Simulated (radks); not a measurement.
Results of a calculation; reference values are marked as such.
Q: Neutral iridium: order these configurations by energy. Level of theory: scalar-relativistic Kohn-Sham, LDA (Slater exchange, Perdew-Wang correlation), spin-polarised, spherical densities, finite nucleus; Fermi nuclear charge, rms radius of each element as measured or else 0.836 A^(1/3) + 0.57 fm (a radial shooting solver on a logarithmic mesh with Libxc functionals). Open shells are filled with parallel spins first. [Xe] 4f14 5d6 6s2 6p1; [Xe] 4f14 5d7 6s1 6p1; [Xe] 4f14 5d7 6s2; [Xe] 4f14 5d8 6p1; [Xe] 4f14 5d8 6s1; [Xe] 4f14 5d9.

A: From the lowest, in eV above it: [Xe] 4f14 5d8 6s1 0.000; [Xe] 4f14 5d7 6s2 0.009; [Xe] 4f14 5d9 1.397; [Xe] 4f14 5d7 6s1 6p1 4.287; [Xe] 4f14 5d8 6p1 5.123; [Xe] 4f14 5d6 6s2 6p1 5.743.
